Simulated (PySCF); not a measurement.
PySCF input (BP86/def2-SVP):

```python
from pyscf import gto, dft

mol = gto.M(
    atom='''
    P     0.03250700   -0.05666500    0.05072500
    H     0.00392900   -0.00963900   -1.35582500
    H     1.39733700    0.61532200    0.12299900
    H    -0.65116600    1.13786300    0.34586100
    H    -1.23770800   -0.89357700    0.12608900
    ''',
    basis='def2-svp',
    charge=0,
    spin=1,
    verbose=4,
)

mf = dft.UKS(mol, xc='bp86')
mf.grids.level = 3
mf.conv_tol = 1e-9
mf.max_cycle = 100
mf.max_memory = 1500
mf.kernel()
if not mf.converged:
    mf = mf.newton()
    mf.kernel(mf.make_rdm1())
mo, _, stable, _ = mf.stability(return_status=True)
if not stable:
    mf.kernel(mf.make_rdm1(mo, mf.mo_occ))
    stable = mf.stability(return_status=True)[2]
mf.dip_moment()
```

Output:

```
PySCF version 2.14.0

[INPUT] verbose = 4
[INPUT] num. atoms = 5
[INPUT] num. electrons = 19
[INPUT] charge = 0
[INPUT] spin (= nelec alpha-beta = 2S) = 1
[INPUT] symmetry False subgroup None
[INPUT] Mole.unit = angstrom
[INPUT] Symbol           X                Y                Z      unit          X                Y                Z       unit  Magmom
[INPUT]  1 P      0.032507000000  -0.056665000000   0.050725000000 AA    0.061429327131  -0.107081330848   0.095856357669 Bohr   0.0
[INPUT]  2 H      0.003929000000  -0.009639000000  -1.355825000000 AA    0.007424733943  -0.018215070115  -2.562137922838 Bohr   0.0
[INPUT]  3 H      1.397337000000   0.615322000000   0.122999000000 AA    2.640584233721   1.162790058420   0.232434423595 Bohr   0.0
[INPUT]  4 H     -0.651166000000   1.137863000000   0.345861000000 AA   -1.230525401629   2.150249437276   0.653582567168 Bohr   0.0
[INPUT]  5 H     -1.237708000000  -0.893577000000   0.126089000000 AA   -2.338929142183  -1.688615801210   0.238273677320 Bohr   0.0

nuclear repulsion = 23.1173573729076
number of shells = 20
number of NR pGTOs = 64
number of NR cGTOs = 38
basis = def2-svp
ecp = {}

******** <class 'pyscf.dft.uks.UKS'> ********
method = UKS
initial guess = minao
damping factor = 0
level_shift factor = 0
DIIS = <class 'pyscf.scf.diis.CDIIS'>
diis_start_cycle = 1
diis_space = 8
diis_damp = 0
SCF conv_tol = 1e-09
SCF conv_tol_grad = None
SCF max_cycles = 100
direct_scf = True
direct_scf_tol = 1e-13
number electrons alpha = 10  beta = 9
XC library pyscf.dft.libxc version 7.1.2
    S. Lehtola, C. Steigemann, M. J. T. Oliveira, and M. A. L. Marques,  SoftwareX 7, 1–5 (2018)
XC functionals = bp86
    A. D. Becke,  Phys. Rev. A 38, 3098 (1988)
    J. P. Perdew,  Phys. Rev. B 33, 8822 (1986)
    J. P. Perdew,  Phys. Rev. B 34, 7406–7406 (1986)
radial grids:
    Treutler-Ahlrichs [JCP 102, 346 (1995); DOI:10.1063/1.469408] (M4) radial grids

becke partition: Becke, JCP 88, 2547 (1988); DOI:10.1063/1.454033
pruning grids: <function nwchem_prune>
grids dens level: 3
symmetrized grids: False
atomic radii adjust function: <function treutler_atomic_radii_adjust>
small_rho_cutoff = 0
Set gradient conv threshold to 3.16228e-05
tot grids = 58416
init E= -343.470213701855
  alpha nocc = 10  HOMO = -0.157012417260141  LUMO = -0.0178758153808363
  beta  nocc = 9  HOMO = -0.348240154083914  LUMO = -0.157012417260139

WARN: HOMO -0.157012417260141 >= LUMO -0.157012417260139

cycle= 1 E= -343.583627715537  delta_E= -0.113  |g|= 0.0691  |ddm|= 1.59
  alpha nocc = 10  HOMO = -0.13260597620926  LUMO = 0.0285038677847109
  beta  nocc = 9  HOMO = -0.285941075342832  LUMO = -0.0870228654803684
  HOMO = -0.132605976209  LUMO = -0.0870228654804  gap/eV = 1.24038
cycle= 2 E= -343.586333663666  delta_E= -0.00271  |g|= 0.0425  |ddm|= 0.314
  alpha nocc = 10  HOMO = -0.146820552053261  LUMO = 0.0155064301195833
  beta  nocc = 9  HOMO = -0.30289906493579  LUMO = -0.099164780424843
  HOMO = -0.146820552053  LUMO = -0.0991647804248  gap/eV = 1.29678
cycle= 3 E= -343.587518518565  delta_E= -0.00118  |g|= 0.0168  |ddm|= 0.137
  alpha nocc = 10  HOMO = -0.146221394492051  LUMO = 0.017215679420044
  beta  nocc = 9  HOMO = -0.301036252157876  LUMO = -0.0970913344097308
  HOMO = -0.146221394492  LUMO = -0.0970913344097  gap/eV = 1.33690
cycle= 4 E= -343.587692433194  delta_E= -0.000174  |g|= 0.00322  |ddm|= 0.037
  alpha nocc = 10  HOMO = -0.146710127977074  LUMO = 0.0169607710848294
  beta  nocc = 9  HOMO = -0.301082293569686  LUMO = -0.0968675271536861
  HOMO = -0.146710127977  LUMO = -0.0968675271537  gap/eV = 1.35629
cycle= 5 E= -343.587701020213  delta_E= -8.59e-06  |g|= 0.00126  |ddm|= 0.00691
  alpha nocc = 10  HOMO = -0.14655756326222  LUMO = 0.0170752443210289
  beta  nocc = 9  HOMO = -0.300957769875795  LUMO = -0.0965033508041873
  HOMO = -0.146557563262  LUMO = -0.0965033508042  gap/eV = 1.36204
cycle= 6 E= -343.58770236074  delta_E= -1.34e-06  |g|= 0.00016  |ddm|= 0.0021
  alpha nocc = 10  HOMO = -0.14658873078659  LUMO = 0.0170957147151265
  beta  nocc = 9  HOMO = -0.300942298375642  LUMO = -0.0965237045781069
  HOMO = -0.146588730787  LUMO = -0.0965237045781  gap/eV = 1.36234
cycle= 7 E= -343.587702383555  delta_E= -2.28e-08  |g|= 3.17e-05  |ddm|= 0.000455
  alpha nocc = 10  HOMO = -0.146583873799224  LUMO = 0.0170890301923152
  beta  nocc = 9  HOMO = -0.300947028257498  LUMO = -0.096520766518768
  HOMO = -0.146583873799  LUMO = -0.0965207665188  gap/eV = 1.36229
cycle= 8 E= -343.587702384746  delta_E= -1.19e-09  |g|= 4.27e-06  |ddm|= 7.58e-05
  alpha nocc = 10  HOMO = -0.146583825910255  LUMO = 0.017089909022356
  beta  nocc = 9  HOMO = -0.300946311945971  LUMO = -0.0965206362144948
  HOMO = -0.14658382591  LUMO = -0.0965206362145  gap/eV = 1.36229
cycle= 9 E= -343.587702384766  delta_E= -2.05e-11  |g|= 5.84e-07  |ddm|= 1.61e-05
  alpha nocc = 10  HOMO = -0.146583959868478  LUMO = 0.0170897634401745
  beta  nocc = 9  HOMO = -0.300946452958281  LUMO = -0.0965207578654179
  HOMO = -0.146583959868  LUMO = -0.0965207578654  gap/eV = 1.36229
Extra cycle  E= -343.587702384766  delta_E= -1.14e-13  |g|= 4.06e-07  |ddm|= 2.25e-06
converged SCF energy = -343.587702384766  <S^2> = 0.75435621  2S+1 = 2.0043515
uhf_internal: lowest eigs of H = [0.28367486 0.3243565  0.40674015]
<class 'pyscf.dft.uks.UKS'> wavefunction is stable in the internal stability analysis
Dipole moment(X, Y, Z, Debye): -0.25071,  0.43702, -0.39121
```

The geometry given is a B3LYP-D3(BJ)/def2-TZVP minimum.
